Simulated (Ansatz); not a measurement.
F$_{2}$Mg, charge -1, doublet, at a GFN2-xTB geometry (such geometries of metal compounds can be far from the true shape) (a state made from the parent by changing its charge; the spin is typed, not shown lowest) (a gas-phase anion, which may not be bound at this level).

The Ansatz (a first-principles code) input:
Ansatz 0.2 input:
```yaml
crystal:
  periodic: [false, false, false]
  atoms:
    - {symbol: Mg, position_ang: [0.00000000, 0.00000000, 0.00000000]}
    - {symbol: F, position_ang: [0.00000000, 0.00000000, 1.79816197]}
    - {symbol: F, position_ang: [-0.00000000, -0.00000000, -1.79816197]}
basis:
  gaussian:
    orbitals: def2-SVPD
hamiltonian:
  xc: r2scan
total_charge: -1
magnetization: {spin_polarized: true, initial_magnetization: 1}
accuracy: high
```

### Question
What does this run give for the number of basis functions, <S^2>?

### Answer

The number of basis functions comes out as 67 and the <S^2> is 0.752.

A gas-phase anion may not be bound at this level; its values then depend on the basis.

### Question
Roughly what does it cost on one core?

### Answer
very roughly 11 core-seconds.
